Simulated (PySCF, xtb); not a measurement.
C₂H₇FSi₃. Atoms are numbered in the order given.

```xyz
13

F      2.7691     1.1368    -0.2891
Si     1.6830     0.6412     0.8263
Si     0.1431    -0.8137    -0.1687
C     -1.3232    -1.1402     0.9888
C     -2.3683    -0.4776     0.4348
Si    -1.6995     0.2069    -1.1951
H      2.4452     0.0051     1.9432
H      0.9678     1.8444     1.3466
H      0.8229    -2.0079    -0.7623
H     -1.3895    -1.6876     1.9389
H     -3.3614    -0.4216     0.9009
H     -1.7504     1.6923    -1.3653
H     -2.2788    -0.4295    -2.4179
```

Geometry: PBE0-D3(BJ)/def2-SVP. The structure was generated by enumeration; whether it is a known compound was not checked. Other conformers were not sampled.

Method: IEF-PCM-ωB97X/def2-SVP in PySCF.

The values are the electrostatic part of the solvation free energy, E(continuum) − E(gas) at the gas-phase geometry, in a cavity of scaled van der Waals radii (PySCF's table); cavitation and dispersion terms are not included. In vacuum the orbital gap is 10.88 eV. The dipole moment in vacuum is 1.93 D.

```csv
solvent,ε,ΔG(elec) (kcal/mol),dipole (D),gap (eV)
water,78.36,-2.0,2.33,10.89
diethylether,4.24,-1.4,2.21,10.89
acetonitrile,35.69,-2.0,2.32,10.89
```

For comparison, GFN2-xTB/ALPB(water) (xtb, at the GFN2-xTB geometry, all terms of that model) gives -0.4 kcal/mol.
